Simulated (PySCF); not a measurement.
## Working out the ionisation energy of W

W [Xe] 4f14 5d4 6s2 (5D) → W⁺ [Xe] 4f14 5d4 6s1 (6D). Computed with PySCF 2.14 in def2-TZVP with the def2 core potential (60 electrons) (6s4p3d1f, 40 functions), with scalar relativity through the core potential. Frozen: 5s2 5p6. Energies in hartree (1 hartree = 27.21139 eV):

```json
{"part": "UHF", "W (lower)": "-66.317561", "W⁺ (upper)": "-66.101676"}
{"part": "MP2 opposite-spin", "W (lower)": "-0.039989", "W⁺ (upper)": "0.000000"}
{"part": "MP2 same-spin", "W (lower)": "-0.037591", "W⁺ (upper)": "-0.037462"}
```

Question: What does Hartree-Fock give?

Answer: (-66.101676) − (-66.317561) = 0.215885 hartree = 5.875 eV.

Question: What do MP2 and SCS-MP2 (6/5 opposite-spin, 1/3 same-spin) give?

Answer: The opposite-spin parts differ by 1.088 eV and the same-spin parts by 0.004 eV. MP2: 5.875 + (1.088) + (0.004) = 6.967 eV. SCS-MP2: 5.875 + 1.2 × (1.088) + (0.004)/3 = 7.182 eV.

Measured between the centres of the two terms (NIST): 7.825 eV, so MP2 (valence) is off by -0.858 eV.

What remains against the reference includes basis incompleteness, the frozen core and correlation beyond second order.
